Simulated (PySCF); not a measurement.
PySCF 2.14 output of a UHF calculation on a single atom or ion in cc-pVTZ-PP with ECP28MDF, with a scalar-relativistic core potential:

```
SCF conv_tol = 1e-09
number electrons alpha = 9  beta = 7
cycle= 1 E= -109.157860636496  delta_E= -0.00813  |g|= 0.036  |ddm|= 0.0464
cycle= 2 E= -109.158187593263  delta_E= -0.000327  |g|= 0.00812  |ddm|= 0.0104
cycle= 3 E= -109.158210041751  delta_E= -2.24e-05  |g|= 0.00161  |ddm|= 0.00459
cycle= 4 E= -109.158211373703  delta_E= -1.33e-06  |g|= 0.000688  |ddm|= 0.00137
cycle= 5 E= -109.15821184828  delta_E= -4.75e-07  |g|= 9.15e-05  |ddm|= 0.0011
cycle= 6 E= -109.158211855543  delta_E= -7.26e-09  |g|= 1.33e-05  |ddm|= 0.000125
cycle= 7 E= -109.158211855711  delta_E= -1.68e-10  |g|= 1.02e-06  |ddm|= 1.86e-05
converged SCF energy = -109.158211855711  <S^2> = 2.0045661  2S+1 = 3.0030425
```

The run itself started from symmetry-adapted Hartree-Fock orbitals and held the occupation by maximum overlap, so the iterations belong to that start.

**Question.** Which element, charge and spin multiplicity is this?

**Answer.** Rh+ (rhodium, charge +1), multiplicity 3; the state was [Kr] 4d8, high-spin 3F determinant.

Energies and moments cover only the electrons outside the core potential.
